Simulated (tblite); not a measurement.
Compound: C6H10GeOS.
SMILES with atom numbers: `[CH3:1][CH2:2][c:3]1[cH:4][c:5]([O:6][GeH3:7])[cH:8][s:9]1` (hydrogens: H10, H11, H12 on C1; H13, H14 on C2; H15 on C4; H16, H17, H18 on Ge7; H19 on C8)

Computed with GFN2-xTB (tblite), gas phase: L-BFGS steps from a force-field or distance-geometry start until the largest atomic force falls under 0.01 eV/Å.

At the end of the run (lengths in Å): Ge7–H16 1.503, O6–Ge7 1.755, Ge7–H18 1.486, C3–S9 1.733, Ge7–H17 1.503, C5–O6 1.355, C8–S9 1.720, C3–S9–C8 91.8°, C5–O6–Ge7 127.8°, C5–C8–S9 111.6°, C2–C3–S9 120.7°, C1–C2–C3–C4 88°, C4–C5–O6–Ge7 -3°.

Question: These geometries were met on the way; a selection of coordinates is given. Order them by energy above the end point, lowest first.
A. Ge7–H16 1.565, O6–Ge7 1.817, Ge7–H18 1.547, C3–S9 1.683, Ge7–H17 1.546, C5–O6 1.391, C8–S9 1.685, C3–S9–C8 96.3°, C5–O6–Ge7 123.8°, C5–C8–S9 107.8°, C2–C3–S9 124.4°, C1–C2–C3–C4 85°, C4–C5–O6–Ge7 -1°
B. Ge7–H16 1.498, O6–Ge7 1.760, Ge7–H18 1.483, C3–S9 1.723, Ge7–H17 1.493, C5–O6 1.358, C8–S9 1.716, C3–S9–C8 92.2°, C5–O6–Ge7 125.4°, C5–C8–S9 111.6°, C2–C3–S9 122.7°, C1–C2–C3–C4 86°, C4–C5–O6–Ge7 0°
C. Ge7–H16 1.553, O6–Ge7 1.816, Ge7–H18 1.539, C3–S9 1.724, Ge7–H17 1.539, C5–O6 1.369, C8–S9 1.720, C3–S9–C8 93.7°, C5–O6–Ge7 125.1°, C5–C8–S9 110.0°, C2–C3–S9 122.9°, C1–C2–C3–C4 85°, C4–C5–O6–Ge7 -1°
D. Ge7–H16 1.516, O6–Ge7 1.796, Ge7–H18 1.514, C3–S9 1.750, Ge7–H17 1.517, C5–O6 1.363, C8–S9 1.741, C3–S9–C8 91.6°, C5–O6–Ge7 125.6°, C5–C8–S9 111.7°, C2–C3–S9 122.3°, C1–C2–C3–C4 85°, C4–C5–O6–Ge7 0°
E. Ge7–H16 1.492, O6–Ge7 1.769, Ge7–H18 1.485, C3–S9 1.728, Ge7–H17 1.491, C5–O6 1.366, C8–S9 1.720, C3–S9–C8 91.8°, C5–O6–Ge7 125.8°, C5–C8–S9 112.1°, C2–C3–S9 122.9°, C1–C2–C3–C4 85°, C4–C5–O6–Ge7 0°

Answer: B (0.029 eV), E (0.048 eV), D (0.088 eV), C (0.168 eV), A (0.338 eV).

| step | E above end (eV) | rms distance from the end, all atoms (Å) | largest force (eV/Å) | rms shift of all bonds from the end (Å) |
| --- | --- | --- | --- | --- |
| 8 | 0.029 | 0.090 | 0.313 | 0.005 |
| 6 | 0.048 | 0.098 | 0.291 | 0.006 |
| 3 | 0.088 | 0.107 | 0.550 | 0.014 |
| 1 | 0.168 | 0.114 | 0.712 | 0.024 |
| 0 | 0.338 | 0.118 | 2.307 | 0.035 |

Rows stand in the order of the answer.
